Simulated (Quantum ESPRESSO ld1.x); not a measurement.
The numbers below are computed, except where a source is named.
Task: The mean radii <r> (bohr) of the occupied orbitals of an atom or ion are listed with their occupations. Level of theory: Dirac Kohn-Sham, PBE, spin-unpolarised, spherical densities, point nucleus (ld1.x of Quantum ESPRESSO 7.5).

orbital  occ.      <r>
1s1/2       2  0.03185
2s1/2       2   0.1380
2p1/2       2   0.1171
2p3/2       4   0.1221
3s1/2       2   0.3790
3p1/2       2   0.3712
3p3/2       4   0.3820
3d3/2       4   0.3556
3d5/2       6   0.3591
4s1/2       2   0.9470
4p1/2       2    1.023
4p3/2       4    1.055
4d3/2       4    1.569
4d5/2       6    1.606

Name the element and its charge. Open shells, if any, fill j = l - 1/2 first.

Result: Z = 46, palladium, charge 0: Pd in [Kr] 4d10. The 1s radius gives Z: for a bare nucleus <r> = (2 gamma + 1)/(2Z) with gamma = sqrt(1 - (Z/c)^2), 0.03135 bohr for Z = 46, and screening makes it slightly larger (0.03185 here). The occupations add up to 46, and the charge is Z minus that.
